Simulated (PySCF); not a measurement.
**Electron correlation in Cl²⁺ (chlorine, charge +2)**

[Ne] 3s2 3p3, high-spin 4S determinant. All numbers are calculated (PySCF 2.14, scalar relativity by spin-free X2C-1e, in aug-cc-pCVTZ-DK with one added diffuse shell each of s, p, d, f type (9s8p6d4f, 91 functions)). Frozen: [Ne]; 5 electrons correlated.

```
  level  correlation energy (mhartree)
   CCSD                        -118.76
    (T)                          -3.43
CCSD(T)                        -122.19
```

Diagnostics: T1 = 0.0031, D1 = 0.0081, largest double amplitude 0.052.

Problem. Is a single reference adequate?

Solution. Yes: T1 lies below 0.03 and no double amplitude reaches 0.07.
